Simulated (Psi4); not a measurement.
p-cresol (C₇H₈O), singlet, geometry from GFN2-xTB; HF/pcseg-1 run with Psi4 1.11.

Psi4 was given this input:
```
memory 2 GB

molecule {
0 1
C    -2.83485466    0.11645217    0.39917449
C    -1.35119902    0.04253937    0.19543320
C    -0.48079655    0.69822704    1.05464705
C     0.88746555    0.65034956    0.85778854
C     1.41233797   -0.06087735   -0.21302987
O     2.75310773   -0.13806513   -0.44684273
C     0.54999479   -0.72197732   -1.08106165
C    -0.81332749   -0.66596930   -0.87292005
H    -3.32025483   -0.78818912    0.04028342
H    -3.07584159    0.25269851    1.45093519
H    -3.24713136    0.96147983   -0.15374877
H    -0.87489984    1.25504510    1.89283045
H     1.55226643    1.16616706    1.53910024
H     3.22889816    0.36194627    0.22698678
H     0.96800090   -1.27300046   -1.90846528
H    -1.47362327   -1.18409113   -1.55337055
}

set {
  basis pcseg-1
}

energy('scf')
print_variables()
```

Task: Predict the main parts of the log of this Psi4 run.

Result: 
```
   => Loading Basis Set <=

    Name: PCSEG-1
    Role: ORBITAL
    Keyword: BASIS

         ---------------------------------------------------------
                                   SCF
               by Justin Turney, Rob Parrish, Andy Simmonett
                          and Daniel G. A. Smith
                              RHF Reference
         ---------------------------------------------------------

  ==> Geometry <==

    Molecular point group: c1
    Full point group: C1

    Geometry (in Angstrom), charge = 0, multiplicity = 1:

       Center              X                  Y                   Z               Mass
    ------------   -----------------  -----------------  -----------------  -----------------
         C           -2.892043984915     0.123350986841     0.413243584608    12.000000000000
         C           -1.408388344915     0.049438186841     0.209502294608    12.000000000000
         C           -0.537985874915     0.705125856841     1.068716144608    12.000000000000
         C            0.830276225085     0.657248376841     0.871857634608    12.000000000000
         C            1.355148645085    -0.053978533159    -0.198960775392    12.000000000000
         O            2.695918405085    -0.131166313159    -0.432773635392    15.994914619570
         C            0.492805465085    -0.715078503159    -1.066992555392    12.000000000000
         C           -0.870516814915    -0.659070483159    -0.858850955392    12.000000000000
         H           -3.377444154915    -0.781290303159     0.054352514608     1.007825032230
         H           -3.133030914915     0.259597326841     1.465004284608     1.007825032230
         H           -3.304320684915     0.968378646841    -0.139679675392     1.007825032230
         H           -0.932089164915     1.261943916841     1.906899544608     1.007825032230
         H            1.495077105085     1.173065876841     1.553169334608     1.007825032230
         H            3.171708835085     0.368845086841     0.241055874608     1.007825032230
         H            0.910811575085    -1.266101643159    -1.894396185392     1.007825032230
         H           -1.530812594915    -1.177192313159    -1.539301455392     1.007825032230

  Running in c1 symmetry.

  Rotational constants: A =      0.18547  B =      0.04925  C =      0.03920 [cm^-1]
  Rotational constants: A =   5560.35835  B =   1476.56856  C =   1175.22843 [MHz]
  Nuclear repulsion =  344.248077560669401

  Charge       = 0
  Multiplicity = 1
  Electrons    = 58
  Nalpha       = 29
  Nbeta        = 29

  ==> Algorithm <==

  SCF Algorithm Type is DF.
  DIIS enabled.
  MOM disabled.
  Fractional occupation disabled.
  Guess Type is SAD.
  Energy threshold   = 1.00e-06
  Density threshold  = 1.00e-06
  Integral threshold = 1.00e-12

  ==> Primary Basis <==

  Basis Set: PCSEG-1
    Blend: PCSEG-1
    Number of shells: 72
    Number of basis functions: 152
    Number of Cartesian functions: 160
    Spherical Harmonics?: true
    Max angular momentum: 2

   => Loading Basis Set <=

    Name: (PCSEG-1 AUX)
    Role: JKFIT
    Keyword: DF_BASIS_SCF

  ==> Integral Setup <==

  SCF_SUBTYPE=INCORE selected. In-core MEM_DF algorithm will be used.
  Using in-core AOs.

  ==> MemDFJK: Density-Fitted J/K Matrices <==

    J tasked:                   Yes
    K tasked:                   Yes
    wK tasked:                   No
    Algorithm:                 Core
    Schwarz Cutoff:           1E-12
    Mask sparsity (%):       7.0724
    Fitting Condition:        1E-10

   => Auxiliary Basis Set <=

  Basis Set: (PCSEG-1 AUX)
    Blend: DEF2-UNIVERSAL-JKFIT
    Number of shells: 248
    Number of basis functions: 746
    Number of Cartesian functions: 876
    Spherical Harmonics?: true
    Max angular momentum: 4

  Minimum eigenvalue in the overlap matrix is 4.1424227238E-04.
  Reciprocal condition number of the overlap matrix is 6.4644405538E-05.
    Using symmetric orthogonalization.

  ==> Pre-Iterations <==

  SCF Guess: Superposition of Atomic Densities via on-the-fly atomic UHF (no occupation information).

   -------------------------
    Irrep   Nso     Nmo
   -------------------------
     A        152     152
   -------------------------
    Total     152     152
   -------------------------

  ==> Iterations <==

                           Total Energy        Delta E     RMS |[F,P]|

   @DF-RHF iter SAD:  -344.07967774478408   -3.44080e+02   0.00000e+00
   @DF-RHF iter   1:  -344.29234740165214   -2.12670e-01   3.76477e-03 DIIS/ADIIS
   @DF-RHF iter   2:  -344.46823129659845   -1.75884e-01   1.63778e-03 DIIS/ADIIS
   @DF-RHF iter   3:  -344.49792943356022   -2.96981e-02   3.62624e-04 DIIS/ADIIS
   @DF-RHF iter   4:  -344.50008370796621   -2.15427e-03   1.58445e-04 DIIS/ADIIS
   @DF-RHF iter   5:  -344.50041811843511   -3.34410e-04   2.39516e-05 DIIS
   @DF-RHF iter   6:  -344.50043176797175   -1.36495e-05   8.83321e-06 DIIS
   @DF-RHF iter   7:  -344.50043335537316   -1.58740e-06   2.84409e-06 DIIS
   @DF-RHF iter   8:  -344.50043358104870   -2.25676e-07   1.01220e-06 DIIS
   @DF-RHF iter   9:  -344.50043361153575   -3.04871e-08   3.72942e-07 DIIS
  Energy and wave function converged.

  ==> Post-Iterations <==

    Orbital Energies [Eh]
    ---------------------

    Doubly Occupied:

       1A    -20.570266     2A    -11.291320     3A    -11.229469
       4A    -11.227851     5A    -11.225593     6A    -11.223326
       7A    -11.220199     8A    -11.215552     9A     -1.411778
      10A     -1.164462    11A     -1.047712    12A     -1.029249
      13A     -0.935036    14A     -0.854203    15A     -0.811357
      16A     -0.741058    17A     -0.680272    18A     -0.649308
      19A     -0.615346    20A     -0.596992    21A     -0.595060
      22A     -0.580028    23A     -0.576060    24A     -0.537962
      25A     -0.510092    26A     -0.493991    27A     -0.475242
      28A     -0.346869    29A     -0.308119

    Virtual:

      30A      0.120711    31A      0.144892    32A      0.153361
      33A      0.161770    34A      0.189203    35A      0.194240
      36A      0.228331    37A      0.233062    38A      0.251396
      39A      0.264695    40A      0.337948    41A      0.358726
      42A      0.388847    43A      0.428060    44A      0.443836
      45A      0.472802    46A      0.479455    47A      0.591525
      48A      0.594676    49A      0.607015    50A      0.631688
      51A      0.633625    52A      0.653898    53A      0.679445
      54A      0.692644    55A      0.722874    56A      0.739575
      57A      0.748750    58A      0.751308    59A      0.761718
      60A      0.774407    61A      0.799742    62A      0.801634
      63A      0.837701    64A      0.849157    65A      0.861787
      66A      0.871178    67A      0.878990    68A      0.893744
      69A      0.911790    70A      0.929913    71A      0.934707
      72A      0.971719    73A      0.994465    74A      1.119543
      75A      1.137352    76A      1.153710    77A      1.174786
      78A      1.193802    79A      1.211204    80A      1.262098
      81A      1.276115    82A      1.319174    83A      1.385448
      84A      1.438136    85A      1.492339    86A      1.498066
      87A      1.512377    88A      1.525923    89A      1.599083
      90A      1.629647    91A      1.658347    92A      1.687307
      93A      1.718248    94A      1.890733    95A      1.935028
      96A      1.963285    97A      1.969905    98A      1.996162
      99A      2.066574   100A      2.093804   101A      2.126902
     102A      2.153667   103A      2.164305   104A      2.173277
     105A      2.183350   106A      2.193998   107A      2.210337
     108A      2.217764   109A      2.242862   110A      2.252914
     111A      2.289638   112A      2.315750   113A      2.386144
     114A      2.396598   115A      2.497633   116A      2.531100
     117A      2.553664   118A      2.564764   119A      2.587090
     120A      2.595702   121A      2.609011   122A      2.615383
     123A      2.629521   124A      2.690225   125A      2.693986
     126A      2.721779   127A      2.744473   128A      2.798653
     129A      2.813994   130A      2.849117   131A      2.926556
     132A      2.938305   133A      2.970548   134A      3.023942
     135A      3.049823   136A      3.097238   137A      3.120658
     138A      3.138348   139A      3.150277   140A      3.340264
     141A      3.396929   142A      3.402477   143A      3.442782
     144A      3.455852   145A      3.473328   146A      3.582126
     147A      3.618778   148A      3.645501   149A      3.763529
     150A      3.772559   151A      3.975447   152A      4.194768

    Final Occupation by Irrep:
              A
    DOCC [    29 ]
    NA   [    29 ]
    NB   [    29 ]

  @DF-RHF Final Energy:  -344.50043361153575

   => Energetics <=

    Nuclear Repulsion Energy =            344.2480775606694010
    One-Electron Energy =               -1149.1695212295562669
    Two-Electron Energy =                 460.4210100573511681
    Total Energy =                       -344.5004336115357546

Computation Completed

Properties will be evaluated at   0.000000,   0.000000,   0.000000 [a0]

Properties computed using the SCF density matrix

 Multipole Moments:

 ------------------------------------------------------------------------------------
     Multipole            Electronic (a.u.)      Nuclear  (a.u.)        Total (a.u.)
 ------------------------------------------------------------------------------------

 L = 1.  Multiply by 2.5417464519 to convert [e a0] to [Debye]
 Dipole X            :          6.0653979           -6.2681854           -0.2027875
 Dipole Y            :         -0.4104338            0.7561388            0.3457050
 Dipole Z            :         -1.0542543            1.5420305            0.4877762
 Magnitude           :                                                    0.6313164

 ------------------------------------------------------------------------------------

  Variable Map:
  ----------------------------------------------------------------------------
  "CURRENT ENERGY"           =>    -344.500433611536
  "CURRENT REFERENCE ENERGY" =>    -344.500433611536
  "DD SOLVATION ENERGY"      =>       0.000000000000
  "HF KINETIC ENERGY"        =>     345.130636368620
  "HF POTENTIAL ENERGY"      =>    -689.631069980156
  "HF TOTAL ENERGY"          =>    -344.500433611536
  "HF VIRIAL RATIO"          =>       1.998174016762
  "NUCLEAR REPULSION ENERGY" =>     344.248077560669
  "ONE-ELECTRON ENERGY"      =>   -1149.169521229556
  "PCM POLARIZATION ENERGY"  =>       0.000000000000
  "PE ENERGY"                =>       0.000000000000
  "SCF ITERATION ENERGY"     =>    -344.500433611536
  "SCF ITERATIONS"           =>       9.000000000000
  "SCF TOTAL ENERGY"         =>    -344.500433611536
  "TWO-ELECTRON ENERGY"      =>     460.421010057351

  Array Variable Map:
  ----------------------------------------------------------------------------
  "CURRENT DIPOLE"           =>      -0.202787489749 ... 0.487776220917 1 by 3
  "SCF DIPOLE"               =>      -0.202787489749 ... 0.487776220917 1 by 3
  "SCF TOTAL ENERGIES"       =>    -344.079677744784 ... -344.500433611536 1 by 10
```
